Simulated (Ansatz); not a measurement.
Single points on Li₃Al₅⁺.

```yaml
crystal:
  periodic: [false, false, false]
  atoms:
    - {symbol: Li, position_ang: [0.165431, -0.721900, 2.953954]}
    - {symbol: Li, position_ang: [-2.567663, 1.977622, -1.322063]}
    - {symbol: Li, position_ang: [-1.099130, -1.358532, -0.818449]}
    - {symbol: Al, position_ang: [1.743809, -0.675175, -1.599618]}
    - {symbol: Al, position_ang: [-1.084051, 1.068789, 0.848065]}
    - {symbol: Al, position_ang: [1.297134, -2.085045, 0.557325]}
    - {symbol: Al, position_ang: [1.381139, 0.481894, 0.821261]}
    - {symbol: Al, position_ang: [0.163341, 1.312347, -1.440476]}
basis:
  gaussian: {orbitals: def2-SVP, initial_orbitals: start.molden}
total_charge: 1
magnetization: {spin_polarized: true, initial_magnetization: 1}
hamiltonian: {xc: pbe, dispersion: d4}
scf: {omitted_lower_state_checks: [starts]}
output: {orbitals: {seedname: orbitals}}
```

The file start.molden holds the orbitals of an earlier run on this structure, at another level or in another basis.

```sh
$ ansatz run in.yaml --threads 4 --pin off --events-out ev --progress --plain --max-ram 4787MiB
```

Shortened log:

```
Functional definition: PBE
1373 factors; their error is unknown
mean field evaluation 1: about -33563.1220 eV, gradient 5.0e0 eV
mean field evaluation 2: about -33563.2712 eV, gradient 1.9e-1 eV
mean field evaluation 4: about -33563.1588 eV, gradient 1.4e-2 eV
mean field evaluation 8: about -33563.1588 eV, gradient 7.0e-5 eV
mean field -33563.15877087 eV, -1233.4233349033 hartree, gradient 2.2e-5 eV, S^2 0.760065; 0 other end points of the search recorded, 0 dependent functions left out
reference -33563.15883705 eV, -1233.4233373355 hartree; 37, 36 occupied and 80, 81 virtual orbitals, 1373 factors
Total energy: -33563.48736382 eV, -1233.4354104715 hartree
Checks for a lower state left out: starts
```

Hardware: 4 threads of Intel Xeon on a shared host. Wall time 7.5 s.

The first input with `gaussian: {orbitals: def2-TZVP, initial_orbitals: start.molden}`, `hamiltonian: {xc: pbe0, dispersion: d4}` (abridged; 47 s):

```
Functional definition: PBE0
mean field -33578.16574294 eV, -1233.9748309549 hartree, gradient 2.5e-5 eV, S^2 0.792017
Total energy: -33578.45096270 eV, -1233.9853125877 hartree
Checks for a lower state left out: starts
```

Geometry: PBE-D4/def2-SVP.

Another isomer (doublet) lies 0.03 eV lower at PBE0-D4/def2-TZVP; other spin states weren't run for this one.
